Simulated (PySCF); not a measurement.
A calculated (M06-2X, PySCF 2.14, 6-31G*, the non-relativistic Hamiltonian (point nucleus)) atom or ion has these occupied shells.

```tsv
shell	electrons	orbital energy (eV)	rms radius, mean of both spins (bohr)
1s α	1	-12427.1	0.0521
1s β	1	-12426.8	0.0521
2s α	1	-1613.7	0.217
2s β	1	-1613.6	0.217
2p α	3	-1452.1	0.191
2p β	3	-1451.9	0.191
3s α	1	-232.63	0.625
3s β	1	-232.30	0.625
3p α	3	-176.41	0.641
3p β	3	-175.99	0.641
3d α	5	-74.324	0.696
3d β	5	-74.019	0.696
4s α	1	-31.402	1.94
4s β	1	-25.384	1.94
4p α	3	-18.968	2.24
```

Problem. Name the element and its charge.

Solution. Se⁺ (selenium, charge +1), in [Ar] 3d10 4s2 4p3, high-spin 4S determinant.
